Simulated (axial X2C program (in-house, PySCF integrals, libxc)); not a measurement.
## RuP⁺: bond constants with and without spin–orbit coupling

All values were computed with an in-house all-electron X2C program for linear molecules (integrals from PySCF). Spin-free means the one-electron spin-free X2C Hamiltonian; two-component (2c) means X2C with spin–orbit coupling and atomic mean-field two-electron Coulomb and Gaunt terms, so the difference of the two also holds small scalar two-electron terms. Basis: Ru dyall-cv3z [12s12p8d5f3g], P dyall-v3z [8s7p2d1f] (cores contracted in-house); Gaussian nuclei, density fitting, unrestricted open shells. Masses: Ru 101.904 u, P 30.974 u.

The run was started with this input:
```json
{"zs": [44, 15], "q": 1, "bas": ["dyall-cv3z", "dyall-v3z"], "levels": ["PBE0", "HF", "PBEsol"], "cc": true, "r0": 2.16, "thr": -2.0, "nmax": 90, "npts": 10, "nst": 2, "ntry": 6}
```
```bash
python so2c.py task.json out
```

Keys: zs atomic numbers; q charge; bas basis sets; levels methods; cc coupled cluster on or off; r0 starting distance in Å; thr threshold in hartree for freezing inner shells (an s shell follows its p shell); nmax most natural virtual spinors; npts points on the curve; nst determinants followed; ntry starts of the search. HF also brings MP2.

State, spin-free: M_S = 0, Λ = 0 (closed shell); electrons by block: σα: 13, σβ: 13, π+α: 6, π+β: 6, π-α: 6, π-β: 6, δ+α: 2, δ+β: 2, δ-α: 2, δ-β: 2. Fragments: Ru+ + P.

State, 2c: Ω = 2 (⟨Sz⟩ = 1.00, ⟨Lz⟩ = 1.00 at PBE0); electrons by block: 1/2: 21, -1/2: 19, 3/2: 7, -3/2: 8, 5/2: 2, -5/2: 1. Fragments: Ru+ + P.

```json
{"Hamiltonian": "spin-free", "level": "PBE0", "Re (Å)": "1.948", "ωe (cm⁻¹)": "659.8", "ωexe (cm⁻¹)": "1.51", "Be (cm⁻¹)": "0.187", "αe (cm⁻¹)": "0.000603", "De (eV)": "2.77", "μ (D)": "0.20"}
{"Hamiltonian": "spin-free", "level": "CCSD", "Re (Å)": "1.968", "ωe (cm⁻¹)": "629.9", "ωexe (cm⁻¹)": "n/a", "Be (cm⁻¹)": "0.1832", "αe (cm⁻¹)": "0.000631", "De (eV)": "2.09", "μ (D)": "n/a"}
{"Hamiltonian": "spin-free", "level": "PBEsol", "Re (Å)": "1.967", "ωe (cm⁻¹)": "631.5", "ωexe (cm⁻¹)": "1.59", "Be (cm⁻¹)": "0.1833", "αe (cm⁻¹)": "0.000634", "De (eV)": "4.68", "μ (D)": "0.37"}
{"Hamiltonian": "2c", "level": "PBE0", "Re (Å)": "2.155", "ωe (cm⁻¹)": "401.9", "ωexe (cm⁻¹)": "1.46", "Be (cm⁻¹)": "0.1528", "αe (cm⁻¹)": "0.000898", "De (eV)": "n/a", "μ (D)": "-0.79"}
{"Hamiltonian": "2c", "level": "PBEsol", "Re (Å)": "2.125", "ωe (cm⁻¹)": "454.3", "ωexe (cm⁻¹)": "1.93", "Be (cm⁻¹)": "0.1571", "αe (cm⁻¹)": "0.000813", "De (eV)": "n/a", "μ (D)": "-0.36"}
```

Correlated methods: 12 electrons correlated (number of frozen shells: Ru 4 s, 3 p, 1 d; P 2 s, 1 p), 262 virtual spin orbitals or spinors in MP2, 90 natural virtuals in coupled cluster.

Dipoles are positive if P is the positive end and refer to the centre of mass.

The closed shell is kept restricted, so the energy runs too high when the bond is stretched far. De is counted from the lowest determinant-based energies of the atoms at the same level, without counterpoise correction. De is not given where an atomic determinant may have missed its ground term or J level, or where the truncated virtual space spoils (T). Density functionals use the spin component along the axis (collinear). CCSD ran in a truncated set of natural virtual spinors with an MP2 remainder; without triples it tends to underbind. Without a current term, density functionals place determinants with orbital angular momentum somewhat too high. The state is one determinant with fixed occupations, lowest in a PBE0 search at one distance only: followed along the bond, the 2c determinant Ω = 3 reaches 0.92 eV lower at PBE0, at Re = 1.953 Å, so the state shown is not the lowest. With several unpaired electrons one determinant need not be a pure state. Open-shell Ω = 0 determinants with evenly filled partner blocks cannot be reached by this program, so the Ω shown need not be the lowest component. At some level and bond length an empty orbital lies below a filled one. The T1 diagnostic is large, a sign of multireference character.

The spin-free and the 2c determinant differ in configuration, so the two halves of the table describe two states.

No reliable constants came from CCSD (2c), CCSD(T) (2c), CCSD(T) (spin-free), HF (2c), HF (spin-free), MP2 (2c), MP2 (spin-free): no minimum in range, unconverged points, a curve that is not smooth, a change of character along it, or the two Hamiltonians disagreeing along it.

Rough cost a point (2c) on 1 thread(s) of a shared host, integrals apart: PBE0 0.6 s, PBEsol 0.24 s.

The whole task took 2.4 min on 1 thread of AMD EPYC 9R45 96-Core Processor (Zen 5), with other jobs on the host.
